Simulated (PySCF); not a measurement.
CH4NO, SMILES NC=[OH+], charge +1. Geometry: PBE-D3(BJ)/def2-TZVP. The isomer is the one that the SMILES or the coordinates give; other isomers of the formula were not compared. One conformer was computed; it need not be the lowest.

TDA-M06-2X/def2-SVPD (PySCF 2.14.0) puts the lowest singlet excitations at 8.60, 8.65, 9.39, 10.20, 10.44, 10.82 eV.

What are the lowest excitation roots from ADC(2)/aug-cc-pVDZ in PySCF? (An estimate is asked for; the answer gives what the named calculation found.)

7.59, 8.88, 9.19, 10.21, 10.60, 10.92 eV. S1 differs by -1.01 eV (second minus first; roots are paired by order, and the bases may differ).
